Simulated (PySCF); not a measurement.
## Sb³⁺: script and output

File input.py (PySCF 2.14):

```python
from pyscf import gto, scf

mol = gto.M(
    atom='Sb 0 0 0',
    basis='jorge-dzp',
    charge=3,
    spin=2,
    verbose=4,
)
mf = scf.UHF(mol)
mf.kernel()
mf.stability(internal=True, external=True)
mf.dip_moment()
print('orbital energies (hartree):', [e[max(0, n-3):n+3].round(4) for e, n in zip(mf.mo_energy, mol.nelec)])
```

```bash
$ OMP_NUM_THREADS=1 python input.py
```

It prints (some set-up lines and the per-cycle HOMO/LUMO lines with their warnings removed):

```
PySCF version 2.14.0

[INPUT] Symbol           X                Y                Z      unit          X                Y                Z       unit  Magmom
[INPUT]  1 Sb     0.000000000000   0.000000000000   0.000000000000 AA    0.000000000000   0.000000000000   0.000000000000 Bohr   0.0

nuclear repulsion = 0
number of shells = 18
number of NR pGTOs = 111
number of NR cGTOs = 48
basis = jorge-dzp
ecp = {}

******** <class 'pyscf.scf.uhf.UHF'> ********
method = UHF
initial guess = minao
damping factor = 0
level_shift factor = 0
DIIS = <class 'pyscf.scf.diis.CDIIS'>
SCF conv_tol = 1e-09
SCF max_cycles = 50
number electrons alpha = 25  beta = 23
init E= -6266.50643610678

cycle= 1 E= -6301.65547920016  delta_E= -35.1  |g|= 1.37  |ddm|= 2.68
cycle= 2 E= -6301.69578599809  delta_E= -0.0403  |g|= 0.0755  |ddm|= 0.768
cycle= 3 E= -6301.69817618532  delta_E= -0.00239  |g|= 0.0141  |ddm|= 0.211
cycle= 4 E= -6301.69838736971  delta_E= -0.000211  |g|= 0.00281  |ddm|= 0.0705
cycle= 5 E= -6301.69839559667  delta_E= -8.23e-06  |g|= 0.00022  |ddm|= 0.016
cycle= 6 E= -6301.6983956407  delta_E= -4.4e-08  |g|= 2.92e-05  |ddm|= 0.000591
cycle= 7 E= -6301.69839564148  delta_E= -7.8e-10  |g|= 3.23e-06  |ddm|= 7.94e-05
Extra cycle  E= -6301.69839564149  delta_E= -4.55e-12  |g|= 9.14e-07  |ddm|= 5.78e-06
converged SCF energy = -6301.69839564149  <S^2> = 2.0009474  2S+1 = 3.0006316
uhf_internal: lowest eigs of H = [-1.44256535e-08  1.14738498e-06  7.80110259e-01]
<class 'pyscf.scf.uhf.UHF'> wavefunction is stable in the internal stability analysis
uhf_real2complex: lowest eigs of H = [0.00312602 0.00312618 0.4202399 ]
<class 'pyscf.scf.uhf.UHF'> wavefunction is stable in the real -> complex stability analysis
uhf_external: lowest eigs of H = [-2.81455149e-01  7.95956246e-08  8.32824196e-02]
<class 'pyscf.scf.uhf.UHF'> wavefunction has an UHF/UKS -> GHF/GKS instability

WARN: System has nonzero charge 3; the dipole moment is origin-dependent.
Location of origin: [0. 0. 0.]

Dipole moment(X, Y, Z, Debye):  0.00000, -0.00000, -0.00000
orbital energies (hartree): [array([-2.6364, -1.6633, -1.2566, -0.9404, -0.9404, -0.4509]), array([-2.6232, -2.6232, -2.6165, -1.1447, -0.8364, -0.8364])]
```

In short: E(SCF) = -6301.698396 Eh, 7 cycles, ⟨S²⟩ = 2.001, internal stable; real -> complex stable; UHF/UKS -> GHF/GKS unstable.

It ran on Arm Neoverse V2 (1 thread, shared host) in 1.5 s.

No relativity is included for the heavy element. The stability test finds a lower solution, so these numbers belong to a saddle point. No search for the lowest solution was made.
